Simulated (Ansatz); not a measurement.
C2H3N, triplet, geometry from GFN2-xTB (a higher spin typed on purpose: for a closed-shell molecule this is an excited state). Base run: MP2/pcseg-1 run with Ansatz (a quantum-chemistry and plane-wave program).

Input for Ansatz:
Ansatz 0.2 input:
```yaml
crystal:
  periodic: [false, false, false]
  atoms:
    - {symbol: C, position_ang: [-1.07799219, 0.02838501, 0.00627118]}
    - {symbol: C, position_ang: [0.34217185, -0.47008600, 0.13522217]}
    - {symbol: N, position_ang: [1.23983392, 0.32551057, -0.11379751]}
    - {symbol: H, position_ang: [-1.55551587, -0.60779227, -0.73783391]}
    - {symbol: H, position_ang: [-1.53194100, -0.09395255, 0.98882234]}
    - {symbol: H, position_ang: [-1.17645856, 1.07337678, -0.30336599]}
basis:
  gaussian:
    orbitals: pcseg-1.json
magnetization: {spin_polarized: true, initial_magnetization: 2}
correlation: {method: mp2}
```
The basis file holds pcseg-1 in the JSON format of the Basis Set Exchange.

Each row names what was changed in the base input (with any setting that the change needs).

| change | ΔE vs base (mEh) | MP2 correlation (Eh) | basis functions |
|---|---|---|---|
| base | 0.000 | -0.36877 | 57 |
| method = ccsd | -39.712 | -0.36877 | 57 |
| accuracy = high | -0.003 | -0.36877 | 57 |
| method = bccd | -38.392 | -0.36877 | 57 |
| method = rpa | -70.290 | - | 57 |
| method = ccsd_t | -53.834 | -0.36877 | 57 |
| reference functional = pbe0 | -17.625 | - | 57 |
| lower_state_search = off | 0.000 | -0.36877 | 57 |
| fitting = cc-pVTZ-JKFIT (mean field), cc-pVTZ-RIFIT (correlation) | 0.081 | -0.36873 | 57 |
| electrons = outside_noble_gas | 0.000 | -0.36877 | 57 |
